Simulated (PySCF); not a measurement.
The multiplicity is imposed and other spin states were not computed.

B3LYP has the VWN-RPA correlation part, as in Gaussian. 

## [Ir(Cl)3] (charge 0, multiplicity 1)

Calculation: B3LYP-D3(BJ)/def2-TZVP // BP86-D3(BJ)/def2-SVP run with PySCF 2.14.0.

HOMO: -7.45 eV
dipole moment: 0.128 e·Å
HOMO–LUMO gap: 2.58 eV
LUMO: -4.87 eV
charge on the central atom (Mulliken): 0.64 e
total energy: -1485.1344 Ha
cost: very roughly 70 core-seconds

```xyz
4

Ir     0.0127     0.1300    -0.3494
Cl    -0.6004     1.9465     0.7404
Cl    -1.4714    -1.5017    -0.3556
Cl     2.0946    -0.5036     0.0153
```
Charge 0, spin multiplicity 1.
